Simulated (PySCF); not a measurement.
Field gradients at the hydrogen positions

Compound: C3H9ClSi3.
Cartesian coordinates in Å at the GFN2-xTB level; atoms count from 1:
```
atom  x, y, z in Å
C1    -2.711    0.939   -0.247
C2    -1.517    0.424   -0.012
C3    -0.262    0.754   -0.793
Si4    0.858   -0.741   -0.280
Si5    3.027   -0.215    0.327
Si6   -0.964   -0.951    1.185
Cl7   -2.200   -2.566    1.203
H8    -2.884    1.672   -1.023
H9    -3.576    0.650    0.327
H10    0.143    1.708   -0.450
H11   -0.465    0.872   -1.857
H12    0.830   -1.718   -1.391
H13    3.083    0.874    1.304
H14    3.868    0.191   -0.801
H15    3.678   -1.375    0.939
H16   -0.916   -0.509    2.583
```

Level: PBE0/pcSseg-1 (PySCF, non-relativistic); Q(2H) = 0.00286 b; rigid geometry, the same for H and D, with no vibrational averaging.

Problem. Rank these positions by the coupling χzz of a deuteron there, largest first.
A. H16 (Si–H hydrogen)
B. H10 (methylene hydrogen)
C. H8 (vinylic hydrogen)

Solution. C (221 kHz), B (210 kHz), A (107 kHz).

Problem. Give the electric field gradient Vzz (the principal value of largest size), its asymmetry and the 2H coupling at each hydrogen.

Solution. 
| atom | bonded to | bond length (Å) | Vzz (au) | η | χzz (kHz) |
| --- | --- | --- | --- | --- | --- |
| H8 | C1 | 1.081 | 0.3289 | 0.04 | 221 |
| H9 | C1 | 1.078 | 0.3340 | 0.05 | 224 |
| H10 | C3 | 1.092 | 0.3123 | 0.03 | 210 |
| H11 | C3 | 1.089 | 0.3179 | 0.03 | 214 |
| H12 | Si4 | 1.480 | 0.1541 | 0.02 | 104 |
| H13 | Si5 | 1.465 | 0.1637 | 0.00 | 110 |
| H14 | Si5 | 1.465 | 0.1640 | 0.00 | 110 |
| H15 | Si5 | 1.464 | 0.1642 | 0.00 | 110 |
| H16 | Si6 | 1.467 | 0.1592 | 0.04 | 107 |

Problem. Average by the element that carries the hydrogen.

Solution. on C: 217 kHz over 4 positions, mean bond length 1.085 Å; on Si: 108 kHz over 5 positions, mean bond length 1.468 Å.

Problem. Give the 2H NMR doublet splittings at H10 for a magnetic field along the z, y and x axes of the gradient: 3χ/2, 3χ(1 + η)/4, 3χ(1 − η)/4.

Solution. With |χ| = 209.9 kHz and η = 0.025: 315, 161 and 153 kHz, to first order and without motion.

The structure is a single GFN2-xTB conformer in the gas phase; no vibrational or solvent corrections. GFN2-xTB bond lengths can be off by several hundredths of an ångström, more for odd bonds, and the gradients follow them. The basis is small and wasn't made for field gradients, so the couplings can be 20 % off.
